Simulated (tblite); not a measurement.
Compound: C6H6NO (doublet state).
Bonds: C1–C2, C2–O3 (double), C2–C4, C4–C5 (aromatic), C5–C6 (aromatic), C6–N7 (aromatic), N7–C8 (aromatic), C4–C8 (aromatic). Hydrogens: H9, H10, H11 on C1; H12 on C5; H13 on N7; H14 on C8.
Bond orders are those of one Lewis drawing.

Computed with GFN2-xTB (tblite), gas phase: L-BFGS steps from a force-field or distance-geometry start until the largest atomic force falls under 0.01 eV/Å.

The end geometry, which sets the zero of energy:
```
atom  x, y, z in Å
C1     -2.1753    0.3238   -0.2897
C2     -1.0808   -0.7010   -0.1332
O3     -1.2922   -1.8962   -0.1446
C4      0.2714   -0.1845    0.0363
C5      0.7014    1.1827    0.0720
C6      2.0393    1.1222    0.2475
N7      2.4669   -0.1616    0.3230
C8      1.3979   -0.9775    0.1952
H9     -2.2029    0.9671    0.5869
H10    -1.9768    0.9415   -1.1627
H11    -3.1333   -0.1759   -0.4063
H12     0.0925    2.0562   -0.0202
H13     3.4226   -0.4509    0.4523
H14     1.4687   -2.0463    0.2213
```

Question: These geometries come from the run, each turned onto the end geometry. Order them by energy, lowest first.
A.
```
atom  x, y, z in Å
C1     -2.2078    0.3211   -0.2938
C2     -1.0892   -0.6853   -0.1389
O3     -1.3160   -1.8819   -0.1419
C4      0.2787   -0.1767    0.0309
C5      0.7386    1.1918    0.0806
C6      2.0740    1.1248    0.2485
N7      2.4869   -0.1619    0.3220
C8      1.4073   -0.9703    0.1975
H9     -2.2574    0.9554    0.5892
H10    -2.0360    0.9322   -1.1781
H11    -3.1522   -0.2024   -0.4089
H12     0.1425    2.0671   -0.0134
H13     3.4362   -0.4749    0.4626
H14     1.4936   -2.0394    0.2215
```
B.
```
atom  x, y, z in Å
C1     -2.2018    0.3206   -0.2941
C2     -1.0842   -0.6844   -0.1352
O3     -1.3046   -1.8779   -0.1418
C4      0.2805   -0.1742    0.0337
C5      0.7281    1.1862    0.0759
C6      2.0684    1.1170    0.2491
N7      2.4837   -0.1688    0.3237
C8      1.4067   -0.9719    0.1947
H9     -2.2540    0.9583    0.5849
H10    -2.0327    0.9361   -1.1737
H11    -3.1500   -0.2046   -0.4078
H12     0.1365    2.0726   -0.0141
H13     3.4336   -0.4720    0.4614
H14     1.4893   -2.0375    0.2209
```
C.
```
atom  x, y, z in Å
C1     -2.1936    0.3199   -0.2929
C2     -1.0782   -0.6833   -0.1320
O3     -1.2814   -1.8802   -0.1405
C4      0.2762   -0.1741    0.0363
C5      0.7194    1.1890    0.0704
C6      2.0556    1.1143    0.2503
N7      2.4756   -0.1717    0.3250
C8      1.3988   -0.9775    0.1916
H9     -2.2449    0.9661    0.5798
H10    -2.0223    0.9441   -1.1672
H11    -3.1381   -0.2076   -0.4053
H12     0.1259    2.0742   -0.0158
H13     3.4302   -0.4679    0.4589
H14     1.4761   -2.0456    0.2193
```
D.
```
atom  x, y, z in Å
C1     -2.1959    0.3199   -0.2941
C2     -1.0955   -0.6767   -0.1424
O3     -1.3234   -1.8917   -0.1416
C4      0.2714   -0.1673    0.0279
C5      0.7351    1.1713    0.0828
C6      2.0956    1.1441    0.2505
N7      2.4925   -0.1598    0.3209
C8      1.4009   -0.9663    0.1991
H9     -2.2603    0.9559    0.5948
H10    -2.0383    0.9299   -1.1811
H11    -3.1600   -0.2048   -0.4104
H12     0.1413    2.0715   -0.0139
H13     3.4394   -0.4763    0.4634
H14     1.4967   -2.0501    0.2219
```
E.
```
atom  x, y, z in Å
C1     -2.2063    0.3210   -0.2937
C2     -1.0933   -0.6982   -0.1403
O3     -1.3165   -1.8706   -0.1418
C4      0.2746   -0.1757    0.0295
C5      0.7399    1.1899    0.0819
C6      2.0800    1.1303    0.2490
N7      2.4869   -0.1592    0.3212
C8      1.4068   -0.9700    0.1985
H9     -2.2585    0.9554    0.5912
H10    -2.0369    0.9313   -1.1797
H11    -3.1538   -0.2027   -0.4093
H12     0.1433    2.0666   -0.0135
H13     3.4385   -0.4761    0.4631
H14     1.4947   -2.0425    0.2217
```

Answer: C (0.005 eV), B (0.012 eV), A (0.022 eV), E (0.044 eV), D (0.092 eV).

In the order of the answer:

```
step  E above end (eV)  largest force (eV/Å)  rms force component (eV/Å)  rms distance from end (Å)  rms bond change (Å)  bond most changed (Å)
   7             0.005                  0.09                       0.034                      0.025                0.001           C4–C8 +0.002
   4             0.012                  0.15                       0.057                      0.032                0.003           C2–C4 +0.009
   2             0.022                  0.39                       0.115                      0.036                0.005           C2–C4 +0.012
   1             0.044                  1.73                       0.378                      0.037                0.009           C2=O3 -0.020
   0             0.092                  1.56                       0.507                      0.040                0.014           C2=O3 +0.022
```

What follows is the cost of the whole relaxation. The run took 0.16 s of wall time on one thread, Arm Neoverse V1 (aarch64), shared host.
